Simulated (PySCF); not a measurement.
## Electron correlation in Ni³⁺ (nickel, charge +3)

Starting occupation: [Ar] 3d7, 3d3/2 with m_j = -3/2, -1/2, +1/2, +3/2, 3d5/2 with m_j = +1/2, +3/2, +5/2. Calculation: PySCF 2.14, in x2c-QZVPPall-2c (11s9p6d4f2g, 114 functions); X2C-1e with screened-nucleus spin-orbit coupling, Gaussian nucleus. Frozen: [Ne]; 15 electrons correlated; the 8 highest virtual spinors left out.

MP2 pair energies summed by pair of shells (mhartree):

| pair | energy | share (%) |
| --- | --- | --- |
| 3d-3p | -216.89 | 39.2 |
| 3d-3d | -189.14 | 34.2 |
| 3p-3p | -62.30 | 11.3 |
| 3d-3s | -47.14 | 8.5 |
| 3p-3s | -32.79 | 5.9 |
| 3s-3s | -4.91 | 0.9 |

Total MP2 correlation energy: -553.18 mhartree.

The GHF reference relaxed away from the jj start to a determinant that is no pure jj level (⟨S²⟩ = 3.74, ⟨J²⟩ = 24.76); the energies belong to that determinant.

This basis was not built for core-valence correlation, so the inner-shell part is incomplete.
